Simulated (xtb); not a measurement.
xtb input:

```bash
xtb mol.xyz --gfn 2 --ohess tight --chrg -1 --uhf 0
```
mol.xyz:
```
4

O     -0.09368682     2.09384864    -0.00010370
B     -0.05998912     0.91174690    -0.01955238
Br     1.71583866    -0.23350717    -0.05124770
Br    -1.66399175    -0.40741536     0.02062047
```

Task: Which total energy does the run end on?

Result: -13.85518 Eh (GFN2-xTB).

It need not be the lowest isomer of its formula. Whether it binds its extra electron was not tested at this geometry.
